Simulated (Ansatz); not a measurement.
Isolated molecules relaxed with PBE0-D4/def2-TZVP in Ansatz; ΔE leaves out vibrations. CBS: MP2 limit from def2 TZ/QZ plus the TZ coupled-cluster correction, frozen cores. This one scheme is used for every species. DFT in def2-TZVPP. def2 core potentials past Kr. For Sn outer-core shells are correlated without core-valence functions, which leaves a few kJ/mol of doubt a bond.

Reaction (ligand exchange at the Sn–Cl bond): `C#[C][Sn]([F])([F])[Cl]` + H–F → `C#[C][Sn]([F])([F])[F]` + HCl

`C#[C][Sn]([F])([F])[Cl]`:

```xyz
7

C     0.944    1.919   -0.524
C     0.440    0.859   -0.256
Sn   -0.428   -0.922    0.220
F     0.887   -2.236    0.566
F    -1.400   -1.606   -1.250
Cl   -1.836   -0.872    2.009
H     1.393    2.856   -0.765
```

H–F:

Cartesian coordinates in Å:
```
F 0.144 -0.415 -0.138
H -0.144 0.415 0.138
```

`C#[C][Sn]([F])([F])[F]`:

Cartesian coordinates in Å:
```
C 0.051 -2.009 0.856
C 0.022 -0.903 0.384
Sn -0.025 0.965 -0.412
F 0.518 1.016 -2.218
F 1.100 2.180 0.491
F -1.744 1.741 -0.376
H 0.076 -2.991 1.275
```

HCl:

Cartesian coordinates in Å:
```
Cl 0.004 0.476 -0.427
H -0.004 -0.476 0.427
```

```json
{"level": "RPA@PBE/def2-TZVPP", "ΔE (kJ/mol)": "31.0"}
{"level": "HF/CBS(def2)", "ΔE (kJ/mol)": "31.8"}
```

Task: What does CCSD(T)/CBS give? (Estimate.)

Result: The calculation gave: +38.8 kJ/mol. The listed levels differ from it by -7.8, -7.0 kJ/mol.

Largest T1 diagnostic among the species: 0.015.

The D4 term adds +5.2 kJ/mol with B3LYP and +2.9 kJ/mol with PBE0; it sums over pairs of atoms, weighted by their polarisabilities, and B3LYP, whose exchange is more repulsive, gets the larger term. At CCSD(T), def2-SVP lies −8.7 kJ/mol from the extrapolated value and def2-TZVPP −2.9 kJ/mol. From r2SCAN to r2SCAN0 (25 % exact exchange), in def2-TZVPP and without D4, ΔE moves by +6.0 kJ/mol.

CCSD(T)/CBS has its own doubt, a few kJ/mol and more with outer-core shells, so smaller differences from it don't rank the levels.

B3LYP here is the variant with VWN-RPA as its local correlation; programs differ in this.
